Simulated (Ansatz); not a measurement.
Reaction (formal hydrolysis of the In–Se bond): `[CH3][In]([CH3])[SeH]` + H₂O → `[CH3][In]([CH3])[OH]` + H₂Se

Gas-phase electronic energies from Ansatz, PBE0-D4/def2-TZVP geometries. CCSD(T)/CBS adds triple-zeta CCSD(T) − MP2 to the extrapolated MP2 energy (def2 sets, frozen cores). This one scheme is used for every species. DFT in def2-TZVPP. Elements past krypton have def2 core potentials. For In, Se outer-core shells are correlated without core-valence functions, which leaves a few kJ/mol of doubt a bond. Scalar relativity is left out up to krypton. One conformer a species, not always the lowest.

| level | ΔE (kcal/mol) |
| --- | --- |
| PBE0 | 20.7 |
| SCS-MP2/def2-QZVPP | 19.3 |

(1) What does CCSD(T)/CBS give? (Estimate.)

Largest T1 diagnostic among the species: 0.014.

Results:

(1) Computed: +19.9 kcal/mol. The listed levels differ from it by 0.8, -0.6 kcal/mol.

Leaving LDA and LC-ωPBE aside and taking each functional with its dispersion term where it has one, the values, not all of them listed here, spread over 4.4 kcal/mol, from BLYP-D4 to HSE06-D4. From PBE to PBE0 (25 % exact exchange), in def2-TZVPP and without D4, ΔE moves by +2.3 kcal/mol.

CCSD(T)/CBS has its own doubt, a few kJ/mol and more with outer-core shells, so smaller differences from it don't rank the levels.
